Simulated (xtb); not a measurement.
AlF4, charge -1, singlet, from a rough starting geometry (GFN-xTB shapes and energies of metal compounds can be far from the true ones).

The xtb input:
```
$ xtb mol.xyz --gfn 2 --chrg -1 --opt vtight --json

# file mol.xyz
5

Al     0.00806216    -0.03409683    -0.04323373
F      1.50775725    -0.35101804    -0.46427361
F     -0.01143598     0.80367779     1.43547835
F     -0.80196885     0.96116711    -1.16217965
F     -0.80464757    -1.48538463     0.08907914
```

Question: Estimate the HOMO-LUMO gap that GFN2-xTB (xtb) returns for this input.

Answer: 12.53 eV

Question: Predict the total energy at the end of the optimisation from GFN2-xTB.

Answer: -20.6016 Eh
